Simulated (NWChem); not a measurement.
A series in which one site is exchanged, each optimised at PBE0/def2-SVP with NWChem, gas phase unless a solvent is named. All stand in one matching conformer (torsions within 35°), which need not be the lowest. This build's default masses of Se (78.918 u) and Br (79.917 u) are each other's, which moves their modes by up to 0.6 %. Shieldings are non-relativistic GIAO values without spin-orbit effects.

A: [OH][Ge]([Cl])([Cl])[Cl] (GeHOCl₃; site = Cl)
B: [OH][GeH]([Cl])[Cl] (GeH$_{2}$OCl$_{2}$; site = H)
C: [Cl][Ge]([OH])([Cl])[F] (GeHOCl₂F; site = F)
D: [Ge]([Br])([OH])([Cl])[Cl] (GeHOBrCl2; site = Br)

Values for A:

```
Property                                             Value
--------------------------------------------------  ------
dipole (D), PBE0/def2-SVP                             1.63
orbital gap (eV), PBE0/def2-SVP                       7.79
static polarisability, PBE/def2-SVPD (bohr³)          77.2
lowest singlet excitation, PBE/def2-SVPD, TDA (eV)    5.25
Ge absolute shielding, PBE/pcSseg-1 (ppm)           1156.2
```

Problem. How do these values change for the other members?

Solution. 
| change from A | B | C | D |
|---|---|---|---|
| dipole (D), PBE0/def2-SVP | -0.94 | -0.13 | +0.06 |
| orbital gap (eV), PBE0/def2-SVP | +0.68 | +0.44 | -0.67 |
| static polarisability, PBE/def2-SVPD (bohr³) | -12.9 | -15.1 | +8.7 |
| lowest singlet excitation, PBE/def2-SVPD, TDA (eV) | +0.63 | +0.38 | -0.48 |
| Ge absolute shielding, PBE/pcSseg-1 (ppm) | +25.6 | +52.8 | -19.1 |
